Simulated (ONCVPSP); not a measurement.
**Logarithmic derivatives: Mo (Z = 42), ONCV**

ONCVPSP 4.0.1 input, shortened (lines: element, Z, core and valence counts, functional; n l f; lmax; l rc ep ncon nbas qcut; lloc lpopt rc5 dvloc0; l nproj debl; icmod fcfact rcfact), PBE, scalar-relativistic:

```
  Mo 42.00    7    3        4      upf
    1    0    2.00
    2    0    2.00
    2    1    6.00
    3    0    2.00
    3    1    6.00
    3    2   10.00
    4    0    2.00
    4    1    6.00
    4    2    5.00
    5    0    1.00
    2
    0    2.50    0.00    4    8    2.30
    1    1.35    0.00    3    7    7.20
    2    2.30    0.00    3    7    7.80
    4    5    0.95    0.00
    0    2    2.10
    1    2    1.90
    2    1    2.50
    0    0.00    0.00
```

The phase is arctan(r·R′/R) of the radial function R(r), unwrapped; energies in Ha, scanned from -3 to 5 Ha. A pole is an energy at which the radial function vanishes at the test radius. The pseudo phase is shifted by a multiple of π to meet the all-electron one at the reference energy, and phase errors are pseudo minus all-electron; the curves can meet again beyond the range given. Levels narrower than the energy grid can be missing from the lists of poles.

```csv
channel,radius (bohr),reference energy (Ha),"poles, all-electron","poles, pseudo",unbroken range about the reference energy with phases within 0.05 rad,phase error 1 Ha above the reference energy (rad)
s,2.54,-0.15,"-2.34, 1.54","1.52, 2.27",-2.1 to 2.2,-0.004
p,1.37,-1.41,1.08,1.08,the whole range,+0.000
d,2.33,-0.14,"0.28, 4.18","0.29, 4.26",below 1.5,+0.004
```

Note: ghosts flagged at negative energy: s at -178.2 eV; GHOST(+) flagged for s at 61.3 eV. A true bound ghost makes a file unfit for plane-wave use.

Phases in the s channel:

```csv
E (Ha),all-electron,pseudo
-2.98,1.340,-1.779
-2.76,1.314,-1.791
-2.54,1.241,-1.804
-2.32,-1.638,-1.820
-2.10,-1.790,-1.839
-1.88,-1.834,-1.863
-1.66,-1.872,-1.893
-1.44,-1.917,-1.933
-1.22,-1.975,-1.989
-1.00,-2.059,-2.071
-0.78,-2.195,-2.204
-0.56,-2.440,-2.447
-0.34,-2.916,-2.918
-0.12,-3.595,-3.595
0.10,-4.076,-4.078
0.32,-4.324,-4.327
0.54,-4.462,-4.466
0.76,-4.549,-4.553
0.98,-4.609,-4.613
1.20,-4.656,-4.659
1.42,-4.694,-4.697
1.64,-4.728,-4.729
1.86,-4.760,-4.760
2.08,-4.793,-4.794
2.30,-4.829,-7.931
2.52,-4.872,-7.988
2.74,-4.929,-8.031
2.96,-5.013,-8.086
3.18,-5.158,-8.163
3.40,-5.470,-8.289
3.62,-6.219,-8.529
3.84,-7.030,-9.069
4.06,-7.380,-9.893
4.28,-7.536,-10.379
4.50,-7.622,-10.597
4.72,-7.677,-10.711
4.94,-7.715,-10.781
```
